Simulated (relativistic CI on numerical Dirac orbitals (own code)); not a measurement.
**Hg⁴⁶⁺: sensitivity of the levels to the model**

Base calculation: Dirac-Coulomb-Breit CI, orbitals from a KLI potential per configuration, a model potential for QED, unscaled Slater integrals.

Configuration list (outside the closed core [Ar] 3d10): 4s²4p⁴, 4s4p⁵, 4s²4p³4d, 4p⁶, 4s4p⁴4d, 4s²4p³4f, 4s4p⁴4f, 4p⁵4d, 4s4p³4d², 4s²4p²4d4f, 4p⁵4f, 4p⁴4d4f, 4s4p³4f², 4s²4p³5s, 4p⁵5s, 4s²4p³5p, 4s4p³4d5s, 4s²4p²4f5s, 4s4p⁴5s, 4s²4p³5d, 4s4p⁴5p, 4s²4p³5f, 4s²4p³5g, 4s4p⁴5d, 4p⁴4f5s, 4s4p⁴5f, 4s²4p³6s, 4s²4p²4d², 4s²4p4d³, 4s4p²4d³, 4s²4p4d²4f, 4s4p²4d²4f, 4s²4p4d²5s, 4p⁴4d², 4p³4d³, 4p³4d²4f, 4p³4d²5s, 4s²4p²4d5s, 4s4p²4d²5s, 4s²4p4d4f5s, 4s4p²4d4f5s, 4s²4p4d5s², 4p⁴4d5s, 4p³4d4f5s, 4p³4d5s², 4s²4p²5s², 4s4p²4d5s², 4s²4p4f5s², 4s4p²4f5s². Double excitations out of closed p, d and f shells are left out; levels of such configurations are missing from the list, as are those of other unlisted configurations, and high levels can miss mixing partners. These lack a partner that the ground configuration has and come out too high: 4s²4p³5p, 4s²4p³5d, 4s4p⁴5p, 4s²4p³5f, 4s²4p³5g.

The lowest level and the first level of each name with at least 55 % of one term (blank where a level has no safe partner in the second run):

| Level | Base (eV) | Shift (eV) |
| --- | --- | --- |
| 4s²4p⁴ ³P2 | 0.000 | 0.000 |
| 4s²4p⁴ ¹S0 | 10.329 |  |
| 4s²4p⁴ ³P1 | 140.868 | -140.868 |
| 4s²4p⁴ ¹D2 | 145.957 | -138.523 |
| 4s²4p³4d ³P°0 | 177.771 |  |
| 4s4p⁵ ³P°2 | 260.090 | -162.718 |
| 4s²4p⁴ ³P0 | 290.918 |  |
| 4s²4p³4d ³G°5 | 349.255 | -179.601 |
| 4s²4p²4d² ³P0 | 365.345 |  |
| 4s4p⁵ ³P°0 | 404.681 | -307.309 |

At this charge energies of transitions that change n are usually good to better than 1 %, and those within a shell (Δn = 0) to a few per cent.

One thing was changed in a second run, which moved the levels as shown. Which?
A. Breit term removed
B. non-relativistic limit
C. configuration mixing switched off
D. QED terms removed

B. Non-relativistic limit. Without relativity the fine structure collapses and s electrons lose their extra binding.

LS names give the leading component of a level, which can be under half, so a name can repeat, a term be missing and a line seem to break the LS rules.
